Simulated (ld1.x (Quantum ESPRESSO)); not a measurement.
**Configuration tests for calcium (ultrasoft)**

```
Element                 : calcium
Generator               : ld1.x (Quantum ESPRESSO) 7.5
Type                    : ultrasoft
Functional              : LDA (PZ)
Relativity              : non-relativistic
Frozen core             : [Ne]
Valence charge          : 10
Reference configuration : 3s2 3p6 3d0 4s1 4p0 (charge +1)
Partial waves           : 3s (bound): rcut 1.50, rcutus 1.65 bohr; 4s (bound): rcut 1.50, rcutus 1.65 bohr; 3p (bound): rcut 1.70, rcutus 1.80 bohr; 4p (bound, empty): rcut 1.70, rcutus 1.80 bohr; 3d (bound, empty): rcut 2.20, rcutus 2.40 bohr; 3d channel at -0.15 Ry: rcut 2.20, rcutus 2.40 bohr
Local potential         : all-electron potential smoothed inside 1.90 bohr (lloc = -2)
Core correction         : none
Augmentation charge     : PSQ, radius 1.45 bohr
```

Energies are relative to the spin-unpolarised reference configuration 3s2 3p6 3d0 4s1 4p0; without spin polarisation the order of configurations can differ from experiment. Spin-polarised rows fill each open shell by Hund’s rule, majority spin first.

| valence configuration | charge | ΔE all-electron (eV) | error AE − PS (meV) |
| --- | --- | --- | --- |
| 3s2 3p6 3d0 4s2 4p0 | 0 | -6.438 | +0.2 |
| 3s2 3p6 3d0 4s1.5 4p0 | +0.5 | -3.881 | +0.1 |
| 3s2 3p6 3d1 4s1 4p0 | 0 | -4.295 | +1.3 |
| 3s2 3p6 3d0.5 4s1.5 4p0 | 0 | -5.474 | +0.8 |
| 3s2 3p6 3d0 4s1 4p1 | 0 | -3.980 | +0.1 |
| 3s2 3p6 3d0 4s1 4p0 (spin-polarised) | +1 | -0.207 | +0.5 |
| 3s2 3p6 3d0 4s1.5 4p0 (spin-polarised) | +0.5 | -3.919 | +0.2 |

Q: What are ΔE and the potential's error for 3s1 3p6 3d0 4s2 4p0?

A: ΔE = 47.099 eV all-electron; the error (AE − PS) is +0.9 meV.

Q: What are ΔE and the potential's error for 3s2 3p6 3d0 4s0 4p0?

A: ΔE = 11.900 eV all-electron; the error (AE − PS) is +0.3 meV.
